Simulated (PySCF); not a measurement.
Species: C4H6Cl3 (doublet state).
Atom-mapped SMILES: `[CH3:1][CH2:2][CH:3][C:4]([Cl:5])([Cl:6])[Cl:7]` (hydrogens: H8, H9, H10 on C1; H11, H12 on C2; H13 on C3)

Cartesian coordinates in Å at the GFN2-xTB level; atoms count from 1:
```
atom  x, y, z in Å
C1    -1.912   -0.145   -0.235
C2    -0.476   -0.656   -0.295
C3     0.466    0.359   -0.807
C4     1.838    0.403   -0.412
Cl5    2.867    1.306   -1.520
Cl6    1.962    1.338    1.258
Cl7    2.550   -1.181   -0.083
H8    -2.573   -0.928    0.128
H9    -1.981    0.704    0.439
H10   -2.252    0.165   -1.220
H11   -0.147   -0.999    0.690
H12   -0.441   -1.539   -0.949
H13    0.093    1.173   -1.407
```

The hyperfine couplings belong to this conformer and change with its torsions.

The calculation used PySCF 2.14.0, UKS B3LYP, pcH-1 on C Cl H, non-relativistic, mean-field spin-orbit, GIAO. Geometry: GFN2-xTB, one conformer, isolated molecule. Couplings are sensitive to structure, and on GFN2-xTB geometries they can be far from those on DFT ones. No stability test was run, so a lower SCF solution isn't excluded.

The Mulliken spin populations are largest on C3 (+0.89), Cl6 (+0.15) and C2 (-0.07). The angles at C3 add up to 359.6°, so it is planar; its axial dipolar tensor and the negative coupling of its proton fit spin in a p orbital normal to that plane.

Q: McConnell's relation a(H) = Q·ρ ties the coupling of a proton on a planar π carbon to the spin population of that carbon. What Q do the computed values give?

A: 
```
  H   C    ρ(C)  a(H) (G)  a/ρ (G)
H13  C3  +0.885    -20.73    -23.4
```

One proton gives one ratio, Q = -23.4 G, and no test of linearity. In McConnell's picture π spin on carbon polarises the C–H bond and leaves opposite spin at the proton, which makes Q negative, as found here.

Q: List the C–H protons on four-coordinate carbons next to a three-coordinate spin centre, with their couplings and θ (C–H bond against the normal to the plane of the centre's neighbours, projected along the bond that joins the two).

A: 
```
β H  on  centre  θ (°)  cos²θ   a (G)
H11  C2      C3     60   0.25  +17.76
H12  C2      C3      5   0.99  +46.51
```

Couplings in gauss use g_iso = 2.0031.

On an Arm Neoverse V2 with one thread, on a shared host, this took 96 s wall (with the writing of density and orbital grids) and 1.0 GiB of memory at its peak.
